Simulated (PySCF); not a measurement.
CHCl2, SMILES [CH](Cl)Cl, multiplicity 2. Coordinates come from a PBE-D3(BJ)/def2-TZVP optimisation. The isomer is the one that the SMILES or the coordinates give; other isomers of the formula were not compared.

Computed with PBE-D3(BJ)/def2-TZVP in PySCF.

Harmonic wavenumbers (cm⁻¹): 294, 399, 744, 871, 1189, 3149. Rotational constants (GHz): 47.30, 3.283, 3.075; symmetry number 1.

Q: Work out the zero-point energy and the ideal-gas rigid-rotor harmonic-oscillator thermochemistry at 298.15 K and 1 atm.

A: ZPE = ½ Σ hcν = ½ × 6646 cm⁻¹ = 39.75 kJ/mol. H − E(el) = 52.06 kJ/mol. Entropy in J/(mol K): translation 163.99, rotation 100.52, vibration 12.04, spin 5.76, total 282.31. G − E(el) = -32.11 kJ/mol. Cp = 52.75 J/(mol K).
